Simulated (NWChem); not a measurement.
System: CH$_{8}$O$_{2}$Si$_{3}$; SMILES C1[SiH2][Si@]([SiH3])(O)O1

The following NWChem deck was run.

```
start job
memory heap 200 mb stack 900 mb global 1100 mb
geometry units angstroms noautoz
  O      1.971153    -0.756800     0.321362
  Si     0.403962    -0.279595     0.006424
  Si    -0.811926    -2.288947     0.087243
  O      0.251881     0.568724    -1.452644
  C     -0.363572     1.857144    -1.144262
  Si    -0.457912     1.762319     0.793229
  H      2.651197    -0.069526     0.253098
  H     -0.673093    -2.924654     1.427235
  H     -0.353565    -3.250526    -0.953169
  H     -2.256172    -1.998368    -0.138548
  H     -1.340072     1.920277    -1.638018
  H      0.269088     2.656943    -1.545722
  H      0.424363     2.736821     1.499264
  H     -1.828883     1.864125     1.369220
end
basis spherical
  * library 3-21g
end
dft
  xc xpbe96 cpbe96
  iterations 150
  mulliken
end
task dft energy
```

Excerpt of the output:

```
             Northwest Computational Chemistry Package (NWChem) 7.3.0
             --------------------------------------------------------

 C1  symmetry detected

                             Geometry "geometry" -> ""
                             -------------------------

 Output coordinates in angstroms (scale by  1.889725989 to convert to a.u.)

  No.       Tag          Charge          X              Y              Z
 ---- ---------------- ---------- -------------- -------------- --------------
    1 O                    8.0000     1.93617881    -0.76052609     0.47932523
    2 Si                  14.0000     0.39485848    -0.27138572     0.06935993
    3 Si                  14.0000    -0.81649546    -2.28295583    -0.02347380
    4 O                    8.0000     0.34800865     0.63689430    -1.36049520
    5 C                    6.0000    -0.29315028     1.91105002    -1.04529626
    6 Si                  14.0000    -0.53009738     1.73556243     0.87429311
    7 H                    1.0000     2.61695013    -0.07067205     0.49015078
    8 H                    1.0000    -0.77481523    -2.97385523     1.29557788
    9 H                    1.0000    -0.27905879    -3.20014134    -1.06612363
   10 H                    1.0000    -2.24113060    -1.98393232    -0.34326108
   11 H                    1.0000    -1.23070386     1.99421519    -1.60690988
   12 H                    1.0000     0.36459246     2.72718616    -1.36530179
   13 H                    1.0000     0.29409482     2.68024387     1.68351061
   14 H                    1.0000    -1.94024594     1.81261758     1.35098498

 Effective nuclear repulsion energy (a.u.)     446.9355318587

  pbe96 is a nonlocal functional; adding pw91lda local functional.

                                 NWChem DFT Module
                                 -----------------

 Summary of "ao basis" -> "ao basis" (spherical)
 ------------------------------------------------------------------------------
       Tag                 Description            Shells   Functions and Types
 ---------------- ------------------------------  ------  ---------------------
 O                           3-21g                   5        9   3s2p
 Si                          3-21g                   7       13   4s3p
 C                           3-21g                   5        9   3s2p
 H                           3-21g                   2        2   2s

            General Information
            -------------------
          SCF calculation type: DFT
          Wavefunction type:  closed shell.
          No. of atoms     :    14
          No. of electrons :    72
           Alpha electrons :    36
            Beta electrons :    36
          Charge           :     0
          Spin multiplicity:     1
          Use of symmetry is: off; symmetry adaption is: off
          Maximum number of iterations: 150
          AO basis - number of functions:    82
                     number of shells:    52
          Convergence on energy requested:  1.00D-06
          Convergence on density requested:  1.00D-05
          Convergence on gradient requested:  5.00D-04

              XC Information
              --------------
          PerdewBurkeErnzerhof Exchange Functional  1.000
            Perdew 1991 LDA Correlation Functional  1.000 local
           PerdewBurkeErnz. Correlation Functional  1.000 non-local

             Grid Information
             ----------------
          Grid used for XC integration:  medium
          Radial quadrature: Mura-Knowles
          Angular quadrature: Lebedev.
          Tag              B.-S. Rad. Rad. Pts. Rad. Cut. Ang. Pts.
          ---              ---------- --------- --------- ---------
          O                   0.60       49          11.0       434
          Si                  1.10       88          12.0       590
          C                   0.70       49          12.0       434
          H                   0.35       45          13.0       434
          Grid pruning is: on
          Number of quadrature shells:   771
          Spatial weights used:  Erf1

      Superposition of Atomic Density Guess
      -------------------------------------

 Sum of atomic energies:       -1052.17038692

      Non-variational initial energy
      ------------------------------

 Total energy =   -1054.386907
 1-e energy   =   -2347.530958
 2-e energy   =     846.208519
 HOMO         =      -0.242221
 LUMO         =       0.046554

     ---------------------------------------------
      Total Density - Mulliken Population Analysis
     ---------------------------------------------

    Atom       Charge   Shell Charges
 -----------   ------   -------------------------------------------------------
    1 O    8     9.03   1.99  0.44  2.29  1.44  2.89
    2 Si  14    12.75   2.00  1.98  5.85  0.67  1.12  0.58  0.56
    3 Si  14    13.83   2.00  1.98  5.87  0.70  1.50  0.75  1.03
    4 O    8     8.95   1.99  0.43  2.25  1.46  2.82
    5 C    6     6.39   1.99  0.38  1.37  1.10  1.55
    6 Si  14    13.60   2.00  1.98  5.86  0.71  1.43  0.68  0.94
    7 H    1     0.48   0.31  0.17
    8 H    1     1.07   0.39  0.68
    9 H    1     1.08   0.40  0.69
   10 H    1     1.08   0.40  0.69
   11 H    1     0.77   0.43  0.35
   12 H    1     0.77   0.43  0.34
   13 H    1     1.09   0.40  0.69
   14 H    1     1.08   0.40  0.69

[...]
```

Level: PBE/3-21G. Coordinates come from a B3LYP/6-31G* (spherical d) optimisation.
